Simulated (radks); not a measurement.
Initial-state core-level shifts of neutral bismuth when its valence configuration changes from [Hg] 6p3. Calculated with a radial shooting solver on a logarithmic mesh with Libxc functionals: scalar-relativistic Kohn-Sham, PBE, spin-polarised, spherical densities, finite nucleus; open shells are filled with parallel spins first (spin-orbit coupling, left out, can overturn this in heavy ions); Fermi nuclear charge, rms radius 5.5211 fm. Shifts are changes of the shell-averaged eigenvalues in eV (positive: less bound); the change of the density at the nucleus, which sets a Mossbauer isomer shift, is in e/bohr^3, on a base of 3.213e+06.

valence,1s,3s,3p,5p,density at nucleus
[Xe] 4f14 5d10 6s1 6p4,-1.847,-1.830,-1.829,-1.807,-313.2
[Xe] 4f14 5d9 6s2 6p4,-6.345,-6.437,-6.435,-5.477,+92.2
[Xe] 4f14 5d10 6s1.5 6p3.5,-0.931,-0.922,-0.922,-0.911,-154.9
[Xe] 4f14 5d9 6s1.5 6p4.5,-7.223,-7.308,-7.306,-6.327,-75.7
[Xe] 4f14 5d9.5 6s2 6p3.5,-3.177,-3.222,-3.221,-2.761,+46.1
[Xe] 4f14 5d9 6s1 6p5,-8.090,-8.168,-8.165,-7.164,-246.3
[Xe] 4f14 5d8 6s2 6p5,-12.680,-12.867,-12.862,-10.796,+185.7
[Xe] 4f13 5d9 6s2 6p5,-27.799,-31.703,-31.651,-14.419,+420.6
